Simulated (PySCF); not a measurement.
## An isoelectronic set: 84 electrons

PBE0 in PySCF with def2-TZVPPD on every atom (core potentials on In, Sn, Te, I), for the lowest determinant that a PBE0 search found; no spin–orbit coupling. All have 84 electrons, 10 of them in the valence shells, and the same state, a singlet (closed shell). For ions De leads to the atom and ion picked by measured ionisation energies and electron affinities.

```csv
species,difference of nuclear charges,Re (Å),ωe (cm⁻¹),k (mdyn/Å),De (eV),dissociates to
InBr,14,2.567,217,1.30,4.19,In + Br
GeTe,20,2.337,335,3.11,4.40,Ge + Te
SnBr⁺,15,2.401,301,2.55,3.91,Sn⁺ + Br
GeI⁺,21,2.399,306,2.57,3.98,Ge⁺ + I
```

Task: Which member of the whole set has the stiffest bond, and how does it compare with the softest?

Result: GeTe with k = 3.11 mdyn/Å, 2.4 times that of InBr.

These are scalar-relativistic numbers at best; spin–orbit coupling would shift them, the dissociation energy most. For an ion De counts to the pair picked by the measured ionisation energies or electron affinities, which need not be the lowest pair at this level.
